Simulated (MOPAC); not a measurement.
Input file for MOPAC: PM6 on GeSb, 2S+1 = 2, a spin state set in the input, which need not be the lowest, a point of a bond scan (R = 2.512 Å).

```
PM6 1SCF PRECISE CHARGE=0 UHF MS=0.5 THREADS=1
GeSb

Ge     0.00000000 1     0.00000000 1     0.00000000 1
Sb     0.00000000 1     0.00000000 1     2.51206300 1
```

It printed:

```
*******************************************************************************
 **                                                                           **
 **                              MOPAC v23.2.5                                **
 **                                                                           **
 *******************************************************************************
 ** MOPAC's Digital Object Identifier: https://doi.org/10.5281/zenodo.6511958 **
 **                                                                           **
 ** Please cite the open-source release paper for use of this MOPAC version:  **
 ** J. E. Moussa and J. J. P. Stewart (2026)                                  **
 ** MOPAC: An open-source semiempirical molecular orbital program             **
 ** J. Open Source Softw., 11(119), 8025, https://doi.org/10.21105/joss.08025 **
 *******************************************************************************

                              PM6 CALCULATION RESULTS

 *******************************************************************************
 *  PM6        - The PM6 Hamiltonian to be used
 *  UHF        - UNRESTRICTED HARTREE-FOCK CALCULATION
 *
 *
 *
 *                 CHARGE ON SYSTEM = 0
 *
 *
 *
 *  MS=        - IN MECI, MAGNETIC COMPONENT OF SPIN =  0.5
 *  PRECISE    - TIGHTER CRITERIA TO BE USED
 *  1SCF       - DO 1 SCF AND THEN STOP
 *  THREADS=1  - MULTI-THREADING NOT USED
 *  T=         - A TIME OF 172800.0 SECONDS REQUESTED
 *  DUMP=N     - RESTART FILE WRITTEN EVERY 7200.0 SECONDS REQUESTED
 *******************************************************************************
PM6 1SCF PRECISE CHARGE=0 UHF MS=0.5 THREADS=1
 GeSb

   ATOM   CHEMICAL          X               Y               Z
  NUMBER   SYMBOL      (ANGSTROMS)     (ANGSTROMS)     (ANGSTROMS)

     1      Ge          0.00000000  *   0.00000000  *   0.00000000  *
     2      Sb          0.00000000  *   0.00000000  *   2.51206300  *



          CARTESIAN COORDINATES

    NO.       ATOM           X           Y           Z

     1        Ge          0.0000      0.0000      0.0000
     2        Sb          0.0000      0.0000      2.5121

 General Reference for PM6:
 "Optimization of Parameters for Semiempirical Methods V: Modification of NDDO Approximations
 and Application to 70 Elements", J. J. P. Stewart, J. Mol. Mod., 13, 1173-1213 (2007)
 URL: https://link.springer.com/article/10.1007/s00894-007-0233-4

           Empirical Formula: Ge Sb  =     2 atoms



      MOLECULAR POINT GROUP   :   C*v


          UHF CALCULATION, NO. OF ALPHA ELECTRONS =    5
                           NO. OF BETA  ELECTRONS =    4

 -------------------------------------------------------------------------------
 PM6 1SCF PRECISE CHARGE=0 UHF MS=0.5 THREADS=1
 GeSb



     1SCF WAS SPECIFIED, SO BFGS WAS NOT USED
     SCF FIELD WAS ACHIEVED


                              PM6 CALCULATION
                                                       MOPAC v23.2.5 Linux




          FINAL HEAT OF FORMATION =         90.56631 KCAL/MOL =     378.92944 KJ/MOL


          COSMO AREA              =        116.65 SQUARE ANGSTROMS
          COSMO VOLUME            =        110.72 CUBIC ANGSTROMS

          IONIZATION POTENTIAL    =          8.172532 EV
          ALPHA SOMO LUMO (EV)    =         -8.173  0.050
          BETA  SOMO LUMO (EV)    =         -9.720 -2.391
          NO. OF ALPHA ELECTRONS  =          5
          NO. OF BETA  ELECTRONS  =          4
          MOLECULAR WEIGHT        =        194.3400         POINT GROUP:  C*v

          MOLECULAR DIMENSIONS (Angstroms)

            Atom       Atom       Distance
           Sb     2   Ge     1     2.51206
           Sb     2   Ge     1     0.00000
           Ge     1   Sb     2     0.00000


          SCF CALCULATIONS        =          1





   ATOM   CHEMICAL          X               Y               Z
  NUMBER   SYMBOL      (ANGSTROMS)     (ANGSTROMS)     (ANGSTROMS)

     1      Ge          0.00000000  *   0.00000000  *   0.00000000  *
     2      Sb          0.00000000  *   0.00000000  *   2.51206300  *

                             CARTESIAN COORDINATES

   1   Ge        0.000000000     0.000000000     0.000000000
   2   Sb        0.000000000     0.000000000     2.512063000


           Empirical Formula: Ge Sb  =     2 atoms



      MOLECULAR POINT GROUP   :   C*v


          ALPHA EIGENVALUES
 -15.75154 -11.50327  -8.95397  -8.17253  -8.17253   0.04987   0.04987   1.27617
 109.75046 110.49241 110.49241 113.14306 113.14306


           BETA EIGENVALUES
 -15.47218 -11.44261  -9.71999  -9.71999  -2.39083  -1.16355  -1.16355   1.73908
 104.00052 104.00052 106.65013 106.65013 107.69218


              NET ATOMIC CHARGES AND DIPOLE CONTRIBUTIONS

  ATOM NO.   TYPE          CHARGE      No. of ELECS.   s-Pop       p-Pop       d-Pop
    1         Ge          -0.412464        4.4125     1.59298     2.81948
    2         Sb           0.412464        4.5875     1.82019     2.76233     0.00502
 DIPOLE           X         Y         Z       TOTAL
 POINT-CHG.     0.000     0.000     4.977     4.977
 HYBRID         0.000     0.000    -1.968     1.968
 SUM            0.000     0.000     3.009     3.009


          ATOMIC ORBITAL ELECTRON POPULATIONS

     Atom    s        px        py        pz      x^2-y^2     xz        z^2       yz        xy
    1 Ge   1.59298   0.98605   0.98605   0.84738
    2 Sb   1.82019   1.01328   1.01328   0.73577   0.00000   0.00067   0.00367   0.00067   0.00000


                    (SZ)    =    0.500000
                    (S**2)  =    2.281308


          ATOMIC ORBITAL SPIN POPULATIONS

    Atom   Total    s     px     py     pz   x^2-y^2  xz     z^2    yz     xy
         Atomic
    1 Ge  2.5476  0.140  0.864  0.864  0.680
    2 Sb -1.5476 -0.070 -0.863 -0.863  0.251 -0.000 -0.001 -0.001 -0.001 -0.000

 **********************
 *                    *
 * JOB ENDED NORMALLY *
 *                    *
 **********************




 == MOPAC DONE ==
```

The run finished. Its determinant has ⟨S²⟩ = 2.28, a mixture of spin states.

Cost: very roughly 0.020 core-seconds.
